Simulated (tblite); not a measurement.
Compound: C3H7FN2Si2.
Atom-mapped SMILES: `[F:1][c:2]1[cH:3][n:4][n:5]([SiH3:6])[c:7]1[SiH3:8]` (hydrogens: H9 on C3; H10, H11, H12 on Si6; H13, H14, H15 on Si8)

Computed with GFN2-xTB (tblite), gas phase: L-BFGS steps from a force-field or distance-geometry start until the largest atomic force falls under 0.01 eV/Å.

Step 11: E = -654.3543 eV
```
atom  x, y, z in Å  |  force x, y, z in eV/Å
F1     -2.7917    1.0565    0.3198    0.026   0.022   0.016
C2     -1.4498    1.0871    0.2906    0.034  -0.048  -0.011
C3     -0.6285    2.1969    0.5221    0.013  -0.007  -0.045
N4      0.6301    1.8374    0.3953   -0.016   0.016   0.040
N5      0.6444    0.5306    0.0963   -0.041  -0.016  -0.025
Si6     2.1936   -0.2728   -0.1233    0.004  -0.029  -0.017
C7     -0.6167    0.0207    0.0195   -0.055  -0.031  -0.001
Si8    -1.0842   -1.7488   -0.3736    0.010   0.033   0.001
H9     -0.9086    3.2013    0.7567    0.015   0.086   0.027
H10     2.1097   -0.9265   -1.4329    0.036  -0.017   0.053
H11     2.3121   -1.2425    0.9691    0.023  -0.005  -0.046
H12     3.1908    0.7829   -0.0643   -0.051   0.037   0.012
H13    -0.7108   -2.0236   -1.7665    0.007  -0.025   0.051
H14    -0.3675   -2.6240    0.5609    0.002  -0.006  -0.050
H15    -2.5273   -1.8671   -0.1917   -0.008  -0.008  -0.005
```

Step 12: E = -654.3551 eV
```
atom  x, y, z in Å  |  force x, y, z in eV/Å
F1     -2.7911    1.0573    0.3205    0.031   0.014   0.013
C2     -1.4489    1.0861    0.2902   -0.003  -0.011  -0.003
C3     -0.6284    2.1971    0.5212   -0.001   0.040  -0.020
N4      0.6299    1.8369    0.3958    0.007  -0.014   0.019
N5      0.6445    0.5295    0.0956   -0.034  -0.004  -0.014
Si6     2.1948   -0.2744   -0.1238   -0.040   0.017  -0.001
C7     -0.6169    0.0193    0.0192   -0.029  -0.002   0.001
Si8    -1.0843   -1.7496   -0.3738    0.000   0.018   0.002
H9     -0.9066    3.2043    0.7576    0.027  -0.005   0.004
H10     2.1095   -0.9269   -1.4318    0.039  -0.033   0.024
H11     2.3117   -1.2424    0.9684    0.029  -0.023  -0.028
H12     3.1860    0.7859   -0.0633   -0.033   0.039   0.010
H13    -0.7098   -2.0243   -1.7669    0.003  -0.025   0.056
H14    -0.3663   -2.6248    0.5606   -0.006   0.000  -0.056
H15    -2.5283   -1.8662   -0.1914    0.009  -0.011  -0.008
```

Q: Estimate the geometry and energy of step 13. (The exact step hangs on the optimiser's Hessian estimate; all steps are aligned on step 12, rigid shifts and turns removed.)

A: E = -654.3556 eV, largest force 0.070 eV/Å
```
atom  x, y, z in Å  |  force x, y, z in eV/Å
F1     -2.7901    1.0580    0.3212    0.003   0.009   0.011
C2     -1.4486    1.0853    0.2899    0.009   0.045   0.005
C3     -0.6284    2.1980    0.5202    0.015  -0.003  -0.011
N4      0.6300    1.8362    0.3965   -0.010  -0.020   0.000
N5      0.6440    0.5286    0.0949   -0.022   0.008   0.000
Si6     2.1948   -0.2751   -0.1241   -0.053   0.044   0.013
C7     -0.6175    0.0183    0.0190   -0.010   0.029   0.003
Si8    -1.0843   -1.7496   -0.3739   -0.013   0.000   0.005
H9     -0.9048    3.2061    0.7581    0.026  -0.034  -0.005
H10     2.1100   -0.9276   -1.4307    0.039  -0.042   0.002
H11     2.3119   -1.2427    0.9674    0.032  -0.032  -0.016
H12     3.1821    0.7886   -0.0625   -0.027   0.037   0.009
H13    -0.7091   -2.0252   -1.7659    0.004  -0.026   0.044
H14    -0.3657   -2.6252    0.5593   -0.006  -0.003  -0.051
H15    -2.5286   -1.8657   -0.1913    0.013  -0.012  -0.008
```

The energy changes by -0.0005 eV. The first-order estimate −F·Δx gives -0.0007 eV and the mean of the old and new forces, exact on a quadratic surface, -0.0005 eV. The step makes an angle of 49° with the force vector and moves no atom by more than 0.005 Å.

The cost below is that of the whole relaxation. The run took 0.46 s of wall time on one thread, Arm Neoverse N1 (aarch64), on a shared host.
